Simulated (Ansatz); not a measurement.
A structure relaxed at PBE0-D4/def2-SVP in Ansatz, charge 0, singlet:

```csv
atom,x (Å),y (Å),z (Å)
Mg1,0.487,1.579,0.111
Mg2,-1.887,-1.550,-0.421
Mg3,0.862,-1.238,-0.959
Te4,-1.793,0.726,1.465
Te5,0.661,-0.539,1.965
Te6,1.670,1.022,-2.161
```

Give its formula.

Mg3Te3.

Summarise the bond lengths by kind (pairs closer than 1.2 times the sum of covalent radii, bridged metal pairs left out).

6 × Mg–Te 2.62 to 3.01 Å; 1 × Mg–Mg 2.82 Å; 1 × Te–Te 2.81 Å.

In the def2 sets Te takes a core potential; there is no spin–orbit coupling. The restricted singlet is unstable towards broken spin symmetry in Hartree–Fock (as tested in another run); at PBE0-D4/def2-SVP this wasn't settled. Another isomer (singlet) lies 1.98 eV lower at PBE0-D4/def2-TZVP; other spin states weren't run for this one.
